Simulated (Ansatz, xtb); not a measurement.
**Two isomers of CH2BGa**

We compare I, `B=[CH][Ga]`, a singlet, with II, `C=[B][Ga]`, a singlet. Both are isolated molecules in the gas phase, relaxed with PBE0-D4/def2-TZVP.

I (Å):

```yaml
atoms:
  - { symbol: C, position_ang: [-0.0151, -0.7801, 0.3056] }
  - { symbol: B, position_ang: [0.7991, 0.0414, 0.9923] }
  - { symbol: Ga, position_ang: [-0.3242, 0.1513, -1.4979] }
  - { symbol: H, position_ang: [-0.5837, -1.6946, 0.2492] }
  - { symbol: H, position_ang: [1.5013, 0.8825, 1.4198] }
```

II (Å):

```xyz
5

C    -0.7663    1.4222   -0.9103
B    -2.0604    1.9293   -0.8254
Ga   -4.1262    2.7402   -0.6955
H    -0.2752    0.9157   -0.0819
H    -0.1628    1.5004   -1.8124
```

Quicker runs give these differences E(II) − E(I): GFN2-xTB +163.1 kJ/mol; HF/STO-3G +97.5 kJ/mol (at GFN2-xTB geometries); r2SCAN-D4/def2-SVP +90.6 kJ/mol (at GFN2-xTB geometries).

Problem. Estimate E(II) − E(I) at the level CCSD(T)/def2-TZVPP.

Solution. Calculated at CCSD(T)/def2-TZVPP: E(II) − E(I) = +81.1 kJ/mol, so structure I lies lower.

The same difference at several levels:

| level | geometry | E(II) − E(I) (kJ/mol) | departure from the last row (kJ/mol) | job, with rough time for the two |
| --- | --- | --- | --- | --- |
| GFN2-xTB | GFN2-xTB | +163.1 | +82.0 | optimisation, 0.12 s |
| HF/STO-3G | GFN2-xTB | +97.5 | +16.4 | single point, 0.74 s |
| r2SCAN-D4/def2-SVP | GFN2-xTB | +90.6 | +9.5 | single point, 2.1 s |
| PBE0-D4/def2-TZVP | PBE0-D4/def2-TZVP | +82.4 | +1.3 | optimisation, 27 s |
| HF/def2-TZVPP | PBE0-D4/def2-TZVP | +60.6 | −20.5 | part of the CCSD(T) run |
| MP2/def2-TZVPP | PBE0-D4/def2-TZVP | +100.6 | +19.5 | part of the CCSD(T) run |
| CCSD(T)/def2-TZVPP | PBE0-D4/def2-TZVP | +81.1 |  | single point, 27 s |

As drawn, II has 1 B–Ga, 1 C–H in place of 1 C–Ga, 1 B–H.

None of the levels shown reverses the order. The largest departure from CCSD(T)/def2-TZVPP is that of GFN2-xTB, 82.0 kJ/mol.

With harmonic frequencies from PBE0-D4/def2-TZVP (ideal gas, rigid rotor, one conformer each, 400 K, 1 atm): on the last row, ΔE + ΔZPE = +81.4, ΔH = +83.1, ΔG = +81.9 kJ/mol.

The correlated steps freeze 11 core orbitals; the filled d shell of Ga is correlated, in a basis made for valence electrons. Run with Ansatz 0.2.0, xtb 6.7.1; the last row on 2 threads of Arm Neoverse V1 on a shared host.
